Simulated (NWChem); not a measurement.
System: CH$_{3}$O$_{2}$ cation; SMILES O=C[OH2+]

```xyz
6

O     -0.2757     1.2351    -0.0725
C      0.4625     0.3609    -0.0140
O     -0.1677    -1.0858     0.0368
H      1.5542     0.2066    -0.0011
H      0.3223    -1.8936     0.2929
H     -1.1415    -1.1597     0.1267
```
Atoms are numbered in this order, from 1.

All runs: NWChem. Geometry optimised at PBE0/def2-SVP; all other runs use it. Pople sets run with spherical d functions. Vzz has the sign of the potential's second derivative.

```json
[
 {"quantity": "Vzz O1 (a.u.)", "level": "CAM-B3LYP/cc-pVTZ", "value": "1.257"},
 {"quantity": "anisotropy (bohr³) at 589 nm", "level": "B3LYP/def2-TZVPD", "value": "11.4"},
 {"quantity": "highest occupied level (eV)", "level": "LC-wPBE (HJS exchange hole, range parameter 0.4 per bohr)/def2-SVP", "value": "-19.49"},
 {"quantity": "charge (e), Mulliken O1", "level": "Hartree-Fock/6-31G*", "value": "-0.28"},
 {"quantity": "highest harmonic frequency (cm⁻¹)", "level": "PBE0/def2-SVP", "value": "3759"}
]
```
